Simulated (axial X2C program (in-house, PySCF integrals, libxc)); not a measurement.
**PtH: cheaper levels and CCSD(T), with spin–orbit coupling**

All values were computed with an in-house all-electron X2C program for linear molecules (integrals from PySCF). Two-component (2c) means X2C with spin–orbit coupling and atomic mean-field two-electron Coulomb and Gaunt terms. Basis: Pt dyall-cv3z [13s14p9d6f4g], H dyall-v3z [6s2p1d] (cores contracted in-house); Gaussian nuclei, density fitting, unrestricted open shells. Masses: Pt 194.965 u, H 1.008 u.

State: Ω = 5/2 (⟨Sz⟩ = 0.50, ⟨Lz⟩ = 2.00 at HF); fragments Pt + H.

```json
{"level": "PBE0", "Re (Å)": "1.526", "ωe (cm⁻¹)": "2360.7", "De (eV)": "3.41"}
{"level": "HF", "Re (Å)": "1.548", "ωe (cm⁻¹)": "2224.4", "De (eV)": "2.04"}
{"level": "MP2", "Re (Å)": "1.502", "ωe (cm⁻¹)": "2508.9", "De (eV)": "3.38"}
{"level": "CCSD", "Re (Å)": "1.520", "ωe (cm⁻¹)": "2377.9", "De (eV)": "3.43"}
{"level": "TPSSh", "Re (Å)": "1.532", "ωe (cm⁻¹)": "2347.6", "De (eV)": "n/a"}
```

Correlated methods: 11 electrons correlated (number of frozen shells: Pt 5 s, 4 p, 2 d, 1 f; H none), 223 virtual spin orbitals or spinors in MP2, 90 natural virtuals in coupled cluster.

CCSD(T), same Hamiltonian and basis:

Re = 1.521 Å, ωe = 2374.5 cm⁻¹, De = 3.51 eV; T1 = 0.027 (Lee–Taylor normalisation).

(1) Give the differences from CCSD(T) in the columns below.

The state is a single determinant with fixed occupations, the lowest that a limited PBE0 search found. Dissociation energies refer to the lowest single-determinant-based atoms at the same level and basis. De is not given where an atomic determinant may have missed its ground term or J level, or where the truncated virtual space spoils (T). Density functionals use the spin component along the axis (collinear). CCSD and (T) use frozen natural virtuals with an MP2 correction for the truncation; (T) itself is uncorrected, so its De runs slightly low. The functionals have no current-density term, which raises determinants with orbital currents, atoms included. The lowest spin-free determinant has another configuration (M_S = 1/2, Λ = 0), so the order of states is uncertain and this need not be the ground state.

## Answers

(1) 

| level | ΔRe (Å) | Δωe (cm⁻¹) | ΔDe (eV) |
| --- | --- | --- | --- |
| PBE0 | 0.005 | -14 | -0.10 |
| HF | 0.027 | -150 | -1.47 |
| MP2 | -0.019 | 134 | -0.13 |
| CCSD | -0.001 | 3 | -0.08 |
| TPSSh | 0.011 | -27 | n/a |
